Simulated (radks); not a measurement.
Spherical quantum dot in the effective-mass picture: electrons in a parabolic well V = omega^2 r^2 / 2 with omega = 0.278, all in effective atomic units (hartree* = m*/eps^2 hartree, bohr* = eps/m* bohr), one dielectric constant everywhere. Method: non-relativistic Kohn-Sham, PBE, spin-polarised, spherical densities; computed with a radial shooting solver with Libxc functionals. Levels are named by radial order and angular momentum (1s, 1p, 1d, 2s, ...), and open shells are averaged over m.

N = 8, configuration 1s2 1p6. This is the lowest configuration that the search found. Occupied and some empty levels:

level  occupation  eigenvalue (hartree*)  <r> (bohr*)
1s              2                 2.3359        3.176
1p              6                 2.4642        3.825
1d              0                 2.6206        4.301
2s              0                 2.6823        3.670
1f              0                 2.7982        4.700

Energy (hartree*): total 12.1206, kinetic 1.4205, external 4.5609, Hartree 7.8403, exchange-correlation -1.7011.

Electron density:

r (bohr*)  n(r) (e/bohr*^3)
0.154               0.01225
0.540               0.01316
0.926               0.01491
1.31                0.01714
1.70                0.01935
2.08                0.02102
2.47                0.02172
2.86                0.02117
3.24                0.01932
3.63                0.01639
4.01                0.01283
4.40               0.009180
4.79               0.005949
5.17               0.003489
5.56               0.001858
5.95              0.0009036
6.33              0.0004010
6.72              0.0001618
7.10             0.00005907
7.49             0.00001961
